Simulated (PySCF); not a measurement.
# Telling isomers of C3H15NSi3 apart by NMR

Single conformer, non-relativistic, no solvent model, one averaged value for each set of equivalent atoms. GIAO PBE0/pcSseg-1 shieldings; geometry: GFN2-xTB; PySCF 2.14.

Chemical shifts δ = σref − σ; TMS for $^{1}$H (31.72 ppm) and $^{13}$C (186.93 ppm), all at this level. Where no couplings were computed, multiplicities follow the n + 1 count of equivalent neighbours, and m marks all less simple cases (inequivalent or close neighbours, rings, F or P nearby). Shifts are as computed. Against solution values, carbons near 30 ppm lie about +3 ppm off and those near 130 ppm about +5 ppm. Of 1309 compounds with measured shifts, 239 miss one by over three times the rms of a fit or turn the order of signals round; such compounds aren't used in these exercises.

(1) Tabulate the signals of `CN(C)[SiH2][Si@H](C)[SiH3]`, `CN(C)[Si](C)([SiH3])[SiH3]` and their relative energies.

(2) What is the quickest way to tell CN(C)[SiH2][Si@H](C)[SiH3] from CN(C)[Si](C)([SiH3])[SiH3]?

Answers

(1) 
```json
{"SMILES": "CN(C)[SiH2][Si@H](C)[SiH3]", "carbon types": "3×CH3", "δC": "43.6, -8.6", "δH": "5.01 (m, 1H), 4.81 (m, 1H), 4.14 (m, 1H), 3.39 (d, 3H), 2.66 (s, 6H), 0.30 (d, 3H)", "E rel. (kcal/mol)": "0.0"}
{"SMILES": "CN(C)[Si](C)([SiH3])[SiH3]", "carbon types": "3×CH3", "δC": "42.2, 1.7", "δH": "3.38 (s, 6H), 2.49 (s, 6H), 0.53 (s, 3H)", "E rel. (kcal/mol)": "1.3"}
```

Energies are electronic energies at PBE0/pcSseg-1 on these geometries, without zero-point or thermal terms, each for the one conformer computed, which needn't be the lowest.

(2) Both give the same number of carbon signals, with the same numbers of each carbon type, so the positions decide. The first has a methyl carbon bonded to Si (CH3) at -8.6 ppm, the second a methyl carbon bonded to Si (CH3) at 1.7 ppm. Their most deshielded carbons lie at 43.6 and 42.2 ppm. In the proton spectra the most deshielded non-exchanging signals are 5.01 (m, 1H) and 3.38 (s, 6H).
